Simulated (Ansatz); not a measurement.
Cl2In (SMILES [Cl][In+][Cl]), charge +1, singlet, geometry from GFN2-xTB (such geometries of metal compounds can be far from the true shape) (core potentials on In), with bond 2-1 at 1.8 times its length; CASSCF(4,6)/def2-SVP run with Ansatz (a program for electronic structure).

Ansatz was given this input:
Ansatz 0.2 input:
```yaml
crystal:
  periodic: [false, false, false]
  atoms:
    - {symbol: In, position_ang: [0.00000000, 0.00000000, 0.00000000]}
    - {symbol: Cl, position_ang: [0.00000000, 0.00000000, 4.13944605]}
    - {symbol: Cl, position_ang: [-0.00000000, -0.00000000, -2.29969225]}
basis:
  gaussian:
    orbitals: def2-SVP
hamiltonian:
  xc: hf
total_charge: 1
magnetization: {spin_polarized: false}
correlation: {active_space: {window: {electrons: 4, orbitals: 6}}}
```

The log (banner, timings and long lists left out):

```
Functional definition: HF
655 factors; integrals over basis functions are off by at most 2.8e-4 eV
mean field evaluation 1: about -30129.5678 eV, gradient 3.6e1 eV
mean field evaluation 2: about -30129.6282 eV, gradient 3.6e1 eV
mean field evaluation 4: about -30132.5920 eV, gradient 2.2e1 eV
mean field evaluation 8: about -30137.3621 eV, gradient 9.4e0 eV
mean field evaluation 16: about -30137.6679 eV, gradient 8.6e-7 eV
mean field evaluation 32: about -30137.6677 eV, gradient 1.8e-1 eV
mean field evaluation 64: about -30135.9574 eV, gradient 1.9e0 eV
mean field -30137.66790826 eV, -1107.5388675835 hartree, gradient 6.9e-6 eV, S^2 0.000000; 6 other end points of the search recorded, 0 dependent functions left out
reference -30137.66790826 eV, -1107.5388675835 hartree; 27, 27 occupied and 35, 35 virtual orbitals, 655 factors
state -30141.42265074 eV, -1107.6768518245 hartree
the orbitals are reached from a further start. From the first start the search ends at -30141.33199427 eV, -1107.6735202607 hartree
Total energy: -30141.42265074 eV, -1107.6768518245 hartree
```
